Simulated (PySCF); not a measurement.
## Working out the ionisation energy of Ti

Ti [Ar] 3d2 4s2 (3F) → Ti⁺ [Ar] 3d2 4s1 (4F). All numbers are calculated (PySCF 2.14, the non-relativistic Hamiltonian (point nucleus), in def2-TZVPPD (6s6p4d2f1g, 67 functions)). Frozen: [Ne]. Energies in hartree (1 hartree = 27.21139 eV):

```tsv
part	Ti (lower)	Ti⁺ (upper)
UHF	-848.397244	-848.194103
MP2 opposite-spin	-0.206484	-0.174844
MP2 same-spin	-0.080575	-0.075835
```

Question: What does Hartree-Fock give?

Answer: (-848.194103) − (-848.397244) = 0.203141 hartree = 5.528 eV.

Question: What do MP2 and SCS-MP2 (6/5 opposite-spin, 1/3 same-spin) give?

Answer: The opposite-spin parts differ by 0.861 eV and the same-spin parts by 0.129 eV. MP2: 5.528 + (0.861) + (0.129) = 6.518 eV. SCS-MP2: 5.528 + 1.2 × (0.861) + (0.129)/3 = 6.604 eV.

Measured between the centres of the two terms (NIST): 6.828 eV, so MP2 (valence and next inner shell) is off by -0.310 eV.

The calculation is non-relativistic.

What remains against the reference includes basis incompleteness, the frozen core and correlation beyond second order.
